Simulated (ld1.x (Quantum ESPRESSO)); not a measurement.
Values are calculated unless marked as measured or tabulated.
## Potentials for Si compared

Generated with ld1.x 7.5 (TM, RRKJ, ultrasoft, PAW), atompaw 4.2 or ONCVPSP 4.0.1. The cutoff is in Ry: for ld1.x and atompaw files where the sum of valence levels is converged to 10 mRy in a Bessel basis, for ONCV files where the hardest occupied wave has 1 mHa per electron of residual kinetic energy. The error is the largest all-electron minus pseudo excitation energy over each file’s own four to seven test configurations (ionisations up to +4, promotions, holes and added fractions of an electron), all of which were solved. The labels leave out finer settings (local radius, basis sizes, second energies), which also bear on the numbers. Spin-polarised tests are not counted. The rows are a selection from randomly drawn settings: files with unsolved tests, undetermined cutoffs or missed reference levels are left out.

```tsv
potential	cutoff (Ry)	largest error (meV)	bound ghosts
TM, PBEsol, scalar-relativistic, rc 1.25/1.50/1.50 (spd), local smoothed, core correction yes, reference 3s2 3p1	50	+135	none
RRKJ, PBEsol, non-relativistic, rc 1.35/1.95/1.45 (spd), local s, core correction no, reference 3s2 3p2	35	+100	none
PAW, PW91, non-relativistic, rc 1.95/1.85/1.75 (spd), local smoothed, core correction yes, reference 3s2 3p2	8	-57	none
TM semilocal, PBE, scalar-relativistic, rc 1.25/2.40 (sp), local p, core correction yes, reference 3s2 3p2	50	+66	none
```

Question: Fill in the row for Si: PAW, PBEsol, scalar-relativistic, rc 1.90/1.80/1.55 (spd), local smoothed, core correction yes, reference 3s2 3p1.75.

Answer: cutoff 8 Ry, largest error -60 meV, bound ghosts: none.

Question: Fill in the row for Si: PAW, PBEsol, scalar-relativistic, rc 1.80/1.75/1.80 (spd), local smoothed, core correction yes, reference 3s1.5 3p2.5.

Answer: cutoff 8 Ry, largest error -8.2 meV, bound ghosts: none.

Question: Fill in the row for Si: ultrasoft, PBE, non-relativistic, rc 1.90/1.70 (sp), local smoothed, core correction yes, reference 3s2 3p0.

Answer: cutoff 8 Ry, largest error +20 meV, bound ghosts: none.
